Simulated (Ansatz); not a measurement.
Tuning the range parameter of LC-ωPBE so that −HOMO meets the ionisation energy; basis def2-SVP, Ansatz. System: Li₈F₈ (started as a model of: 1x4x4 LiF rock-salt block). Charge 0, multiplicity 1. Geometry: PBE0-D4/def2-SVP. The ionised state is a doublet.

Geometry of the singlet:

```xyz
16

Li   -3.0911   -0.8569    1.6105
F    -1.9058    0.2092    2.2259
Li   -0.2254    0.5671    2.7583
F     1.0493    1.6636    3.0607
F    -2.5511   -1.2007    0.0274
Li   -1.1485   -0.0358    0.5071
F     0.5512   -0.1313    1.1957
Li    1.8456    1.1937    1.6242
Li   -1.8436   -1.1960   -1.6236
F    -0.5567    0.1382   -1.2006
Li    1.1427    0.0454   -0.5105
F     2.5525    1.2000   -0.0270
F    -1.0444   -1.6698   -3.0569
Li    0.2250   -0.5660   -2.7594
F     1.9039   -0.2084   -2.2252
Li    3.0966    0.8477   -1.6066
```

| ω (1/bohr) | HOMO (eV) | LUMO (eV) | vertical IE (eV) | HOMO + IE (eV) |
| --- | --- | --- | --- | --- |
| 0.1 | -7.80 | -0.13 | 9.55 | 1.75 |
| 0.15 | -8.50 | 0.09 | 9.89 | 1.39 |
| 0.2 | -9.14 | 0.21 | 10.28 | 1.14 |
| 0.3 | -10.24 | 0.31 | 11.01 | 0.77 |

(1) Where does the tuning condition hold?

## Answers

(1) Not within the range that was run.
